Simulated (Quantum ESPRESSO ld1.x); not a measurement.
Results of a calculation; reference values are marked as such.
Species: Sm+. Configuration: [Xe] 4f6 6s1. Level of theory: scalar-relativistic Kohn-Sham, PBEsol, spin-unpolarised, spherical densities, point nucleus (ld1.x of Quantum ESPRESSO 7.5).

Normalised radial functions P(r) = r R(r), r in bohr:

r	4f	6s
0.003883	0.0000	0.0362
0.005305	0.0000	0.0431
0.007305	0.0000	0.0490
0.00998	0.0000	0.0517
0.01363	0.0001	0.0483
0.01863	0.0002	0.0352
0.02565	0.0007	0.0086
0.03504	0.0022	-0.0286
0.04788	0.0064	-0.0664
0.06541	0.0174	-0.0824
0.09007	0.0453	-0.0490
0.1231	0.1058	0.0338
0.1681	0.2224	0.1116
0.2297	0.4119	0.0924
0.3163	0.6648	-0.0518
0.4321	0.8951	-0.1720
0.5903	1.0041	-0.0900
0.8064	0.9409	0.1514
1.102	0.7524	0.2847
1.517	0.5188	0.1155
2.073	0.3159	-0.2465
2.832	0.1678	-0.5322
3.869	0.0769	-0.5656
5.327	0.0273	-0.3643
7.278	0.0069	-0.1400
9.943	0.0009	-0.0283
13.58	0.0000	-0.0025

4f: eigenvalue -8.616 eV, 0 radial nodes, <r> = 1.01 bohr, 90 % of the charge inside 1.78 bohr. 6s: eigenvalue -8.416 eV, 5 radial nodes at r = 0.0278, 0.110, 0.287, 0.669, 1.69 bohr, <r> = 3.90 bohr, 90 % of the charge inside 5.65 bohr.
